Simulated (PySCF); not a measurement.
Gas-phase reaction: 2 GeF₃ + GeCl₄ = 4 Cl + 3 GeF₂

Method: PySCF energies plus ideal-gas RRHO corrections (1 bar). † marks an energy on the PBE0/def2-TZVP geometry and frequencies; other levels use their own. MP2 and CCSD(T) freeze the core. 6-31G* has spherical d functions here. Open shells (unrestricted): GeF₃ (multiplicity 2), Cl (multiplicity 2, electronic degeneracy 6); the rest are closed-shell singlets. Spin-orbit splitting is ignored; it lowers the true energy and changes the entropy of Cl. Ge: all electrons, no relativistic terms. GeF₃: computed as isolated molecules; such fragments, hydroxides, amides, oligomers or adducts are transient or little studied in the gas. MP2 isn't extrapolated to the basis-set limit; its ΔH°(298 K) is 913.0 kJ in def2-SVP and 1001.6 kJ in def2-TZVPP. CCSD(T) isn't extrapolated to the basis-set limit; its ΔH°(298 K) is 823.2 kJ in def2-SVP and 906.4 kJ in def2-TZVPP. The harmonic model lacks anharmonicity and excited electronic states, which grow with temperature; levels with a mode under 35 cm⁻¹ are left out.

```tsv
level	ΔE electronic, kJ	ΔH°(298 K), kJ	ΔS°(298 K), J/K	ΔG°(2500 K), kJ
CCSD(T)/def2-TZVPP†	917	906	537	-403
HF/6-31G*	632	620	544	-709
HF/def2-TZVP†	703	692	537	-617
M06-2X/def2-TZVP†	1001	990	537	-319
MP2/def2-SVP†	924	913	537	-396
PBE0/def2-TZVP	945	934	537	-375
LDA/def2-TZVP†	1131	1120	537	-189
ωB97M-V/def2-TZVP†	920	910	537	-400
ωB97X-V/def2-TZVP†	937	927	537	-383
```
ΔH° is lowest at HF/6-31G* and highest at LDA/def2-TZVP†. No reference value is set beside these.
